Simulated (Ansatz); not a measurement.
`[SH][Sn][Cl]` + silanol → `[SiH3][O][Sn][Cl]` + H₂S at 500 K and 1 bar (ligand exchange at the Sn–S bond).

Isolated molecules relaxed with PBE0-D4/def2-TZVP in Ansatz; ΔE leaves out vibrations. CCSD(T)/CBS is the MP2 limit (def2-TZVPP, def2-QZVPP) plus CCSD(T) − MP2 in def2-TZVPP, frozen cores. This one scheme is used for every species. Elements past krypton have def2 core potentials. For Sn outer-core shells are correlated without core-valence functions, which leaves a few kJ/mol of doubt a bond. Each species was taken in one conformer, which may not be the lowest.

```csv
species,CCSD(T)/CBS energy (Eh),H − E (kJ/mol),S (J/(mol·K))
`[SH][Sn][Cl]`,-1072.27294,55.6,354.6
`O[SiH3]`,-366.69042,127.5,292.9
`[SiH3][O][Sn][Cl]`,-1039.98803,119.8,420.2
H₂S,-398.97279,57.0,224.0
```

H − E and S are ideal-gas, rigid-rotor, harmonic terms from PBE0-D4/def2-TZVP, for one conformer and one mirror image of each species. 1 Eh = 2625.50 kJ/mol, R = 8.31446 J/(mol·K).

Q: By hand: ΔE, ΔH, ΔS and ΔG.

A: ΔE = (-1039.98803) + (-398.97279) − (-1072.27294) − (-366.69042) = 0.00254 Eh = 6.7 kJ/mol. Δ(H − E) = 119.8 + 57.0 − 55.6 − 127.5 = -6.3, so ΔH = 0.4 kJ/mol. ΔS = 420.2 + 224.0 − 354.6 − 292.9 = -3.3 J/(mol·K). ΔG = 0.4 − 500 × (-3.3)/1000 = 2.0 kJ/mol.

Q: By hand: the equilibrium constant, and the temperature at which ΔG would vanish if ΔH and ΔS stayed fixed.

A: log₁₀ K = −ΔG/(RT ln 10) = -0.2. ΔH and −TΔS have one sign here, so there is no such temperature.

TΔS isn't small against ΔH here. The sign of ΔG lies within the doubt. A doubt of 5 kJ/mol in ΔE shifts log₁₀ K by 0.5 here. Other conformers and mirror images would add mixing entropy, several J/(mol·K) or more a flexible species. These are equilibria of isolated gas molecules and say nothing of rates. Largest T1 diagnostic: 0.015 (customary marks: 0.02 for closed shells, 0.045 for open ones).

ΔS is within the doubt of such terms, so its sign, and with it that verdict, could turn.
